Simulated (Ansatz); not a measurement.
Process, species as SMILES: P#P -> P#P as triplet, charge 0
Structures are relaxed separately at B3LYP-D3(BJ)/def2-TZVP in Ansatz (a first-principles code). Unstable Hartree-Fock reference: P#P. Markedly spin-contaminated UHF reference, which strains HF, MP2 and, less, CCSD(T): P#P as triplet, charge 0. High T1 diagnostic, so coupled cluster is less sure: P#P as triplet, charge 0. A spin state is the lowest found, not a proven ground state.
Geometry of the first species:
```xyz
2

P      0.0000     0.0000    -0.9447
P      0.0000     0.0000     0.9447
```
Charge 0, spin multiplicity 1.

Property: adiabatic triplet-singlet gap (electronic energy difference), in kcal/mol. Valence correlation only, unless marked. Open shells are spin-unrestricted. No spin-orbit coupling. No relativistic terms. CBS marks a two-point X^-3 extrapolation of the correlation energy; Hartree-Fock from the larger set (for Q and 5 zeta extrapolated as (X+1)exp(-9√X)).

| level | program | adiabatic triplet-singlet gap (kcal/mol) |
|---|---|---|
| revPBE-D3(BJ)/def2-TZVPD | Ansatz + dftd3 | 54.2 |
| B97M-V/def2-TZVPD | Ansatz | [?] |
| PBE0/6-31G* | Ansatz | [?] |
| r2SCAN0-D4/def2-TZVPD | Ansatz + dftd4 | 51.0 |
| CCSD/cc-pV(T+d)Z | Ansatz | 55.9 |
| CCSD(T)/CBS(cc-pV(Q+d)Z,cc-pV(5+d)Z) | Ansatz | [?] |

Task: Some entries are withheld; supply them.

Result: 
- B97M-V/def2-TZVPD, adiabatic triplet-singlet gap (kcal/mol): 57.5
- PBE0/6-31G*, adiabatic triplet-singlet gap (kcal/mol): 53.1
- CCSD(T)/CBS(cc-pV(Q+d)Z,cc-pV(5+d)Z), adiabatic triplet-singlet gap (kcal/mol): 60.9
